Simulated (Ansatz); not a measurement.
F3Y, triplet, at a GFN2-xTB geometry (such geometries of metal compounds can be far from the true shape) (the multiplicity is a formal guess) (core potentials on Y); PBE/def2-SV(P) (Ansatz, a first-principles code).

Here is a job for Ansatz.
Ansatz 0.2 input:
```yaml
crystal:
  periodic: [false, false, false]
  atoms:
    - {symbol: Y, position_ang: [0.02418329, -0.04764257, -0.10967719]}
    - {symbol: F, position_ang: [-1.64677441, -0.92126162, 0.23309831]}
    - {symbol: F, position_ang: [-0.02509880, 1.80595032, -0.59400106]}
    - {symbol: F, position_ang: [1.56707893, -0.67823755, 0.83617056]}
basis:
  gaussian:
    orbitals: def2-SV_P_.json
hamiltonian:
  xc: pbe
magnetization: {spin_polarized: true, initial_magnetization: 2}
```
The basis file holds def2-SV(P) in the JSON format of the Basis Set Exchange.

Output, abridged:

```
Functional definition: PBE
709 factors; their error is unknown
mean field evaluation 1: about -9177.4682 eV, gradient 2.8e1 eV
mean field evaluation 2: about -9169.9216 eV, gradient 5.6e1 eV
mean field evaluation 4: about -9178.3444 eV, gradient 1.8e1 eV
mean field evaluation 8: about -9179.9210 eV, gradient 2.8e0 eV
mean field evaluation 16: about -9179.9233 eV, gradient 5.7e-2 eV
mean field evaluation 32: about -9179.9236 eV, gradient 9.0e-5 eV
mean field evaluation 64: about -9179.9240 eV, gradient 3.1e-2 eV
mean field evaluation 96: about -9179.5767 eV, gradient 3.2e0 eV
mean field evaluation 128: about -9179.9225 eV, gradient 1.7e-2 eV
mean field evaluation 160: about -9177.0545 eV, gradient 7.1e0 eV
mean field evaluation 192: about -9179.6735 eV, gradient 1.0e0 eV
mean field -9179.92356473 eV, -337.3559686282 hartree, gradient 3.0e-6 eV, S^2 2.001869; 12 other end points of the search recorded, 0 dependent functions left out
reference -9179.92362564 eV, -337.3559708665 hartree; 20, 18 occupied and 46, 48 virtual orbitals, 709 factors
Total energy: -9179.92362564 eV, -337.3559708665 hartree
```
